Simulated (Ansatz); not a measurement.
```yaml
crystal:
  periodic: [false, false, false]
  atoms:
    - {symbol: In, position_ang: [-1.081351, 0.257703, -0.810253]}
    - {symbol: B, position_ang: [0.071271, 0.058455, 1.086927]}
    - {symbol: Te, position_ang: [2.088195, -0.524868, 1.191973]}
    - {symbol: H, position_ang: [-1.945762, -1.070965, -1.505369]}
    - {symbol: H, position_ang: [-1.127662, 1.737681, -1.706731]}
    - {symbol: H, position_ang: [-0.368014, 0.267189, 2.179983]}
    - {symbol: H, position_ang: [2.363324, -0.725195, -0.436541]}
basis:
  gaussian: {orbitals: def2-TZVP, point_charges: [{charge: 1.00, position_ang: [5.110, 0.943, 0.121]}]}
magnetization: {spin_polarized: true, initial_magnetization: 2}
hamiltonian: {xc: {name: r2SCAN50}, dispersion: d3bj}
output: {forces: true}
```

```sh
$ ansatz run in.yaml --threads 2 --pin off --events-out ev --progress --plain --max-ram 4352MiB
```

Output, abridged:

```
Warning: the engine holds no damping parameters fitted to this dispersion correction and functional, so the run takes those fitted to r2scan50 beside the three-body term, which d3bj leaves out (hamiltonian.dispersion, under Limitations)
Functional definition: r2SCAN50
1364 factors; integrals over basis functions are off by at most 7.9e-4 eV
mean field evaluation 1: about -13204.4219 eV, gradient 1.6e1 eV
mean field evaluation 2: about -13205.0592 eV, gradient 1.6e1 eV
mean field evaluation 4: about -13206.3721 eV, gradient 1.4e0 eV
mean field evaluation 8: about -13206.4710 eV, gradient 1.8e-1 eV
mean field evaluation 16: about -13206.4736 eV, gradient 9.0e-3 eV
mean field -13206.47362667 eV, -485.3289541106 hartree, gradient 4.5e-5 eV, S^2 2.021788; 4 other end points of the search recorded, 0 dependent functions left out
reference -13206.47363826 eV, -485.3289545367 hartree; 28, 26 occupied and 127, 129 virtual orbitals, 1364 factors
Total energy: -13206.53562827 eV, -485.3312326274 hartree
Atom 0 at    -1.081351     0.257703    -0.810253 Å, force    -0.832606     0.185744    -1.336016 eV/Å
Atom 1 at     0.071271     0.058455     1.086927 Å, force     0.281058     0.153340     1.755059 eV/Å
Atom 2 at     2.088195    -0.524868     1.191973 Å, force     1.237705     0.083393    -1.146423 eV/Å
Atom 3 at    -1.945762    -1.070965    -1.505369 Å, force     0.240890    -0.101678     0.475942 eV/Å
Atom 4 at    -1.127662     1.737681    -1.706731 Å, force     0.293176     0.043377     0.389273 eV/Å
Atom 5 at    -0.368014     0.267189     2.179983 Å, force    -0.647592     0.084899    -0.647660 eV/Å
Atom 6 at     2.363324    -0.725195    -0.436541 Å, force     0.049121    -0.291848     0.207645 eV/Å
Dipole moment:    -1.219496    -0.081825    -0.447844 e Å
```

Run time 18 s (2 threads of an Arm Neoverse V2 on a shared host); peak host memory 0.57 GiB.
